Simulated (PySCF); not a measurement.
# Hartree-Fock beside MP2: ClF2HSi

All numbers below are calculated, not measured. The program is PySCF 2.14.0, an open-source quantum chemistry code, run on an isolated molecule that a program drew, which may never have been made. The molecule is ClF2HSi (charge 0, singlet), drawn as the SMILES string `F[SiH](F)Cl`.

The geometry was optimised and harmonic frequencies were computed with HF and MP2, all in the cc-pV(D+d)Z basis, for the commonest isotopes, with a restricted reference for singlets and an unrestricted one otherwise, and a frozen core in MP2. Each result is a local minimum of its method.

Geometry at the HF minimum:
```xyz
5
ClF2HSi, angstrom
F    -2.7684    0.1377    0.9500
Si   -2.2899   -0.8533   -0.1970
F    -2.3274   -0.0432   -1.5640
Cl   -3.5895   -2.4003   -0.3136
H    -0.9369   -1.3031    0.0728
```

Lengths of the bonds as drawn, in Å (atoms numbered as above):
| bond | HF | MP2 |
|---|---|---|
| F1-Si2 | 1.590 | 1.611 |
| Si2-F3 | 1.590 | 1.611 |
| Si2-Cl4 | 2.024 | 2.026 |
| Si2-H5 | 1.451 | 1.458 |

Rotational constants, in GHz:
| constant | HF | MP2 |
|---|---|---|
| A | 6.965 | 6.772 |
| B | 3.462 | 3.431 |
| C | 2.555 | 2.509 |

Harmonic frequencies in cm^-1, each column in rising order, so a row needn't be the same motion in every method:
```
rank    HF   MP2
   1   239   229
   2   286   273
   3   377   360
   4   600     ?
   5   882   839
   6   886   846
   7   924   892
   8  1002   972
   9  2471  2406
```

**Estimate the missing MP2 frequency from the HF column.**

A single factor s that minimises the squared misfit of MP2 against s times HF over the other rows is sum(HF x MP2) / sum(HF^2) = 0.9688, with an rms misfit of 9 cm^-1. For rank 4 it gives 0.9688 x 600 = 581 cm^-1. The calculation gives 589 cm^-1, 8 cm^-1 above the estimate. The drawn bonds are on average 0.8 % longer in MP2 than in HF.
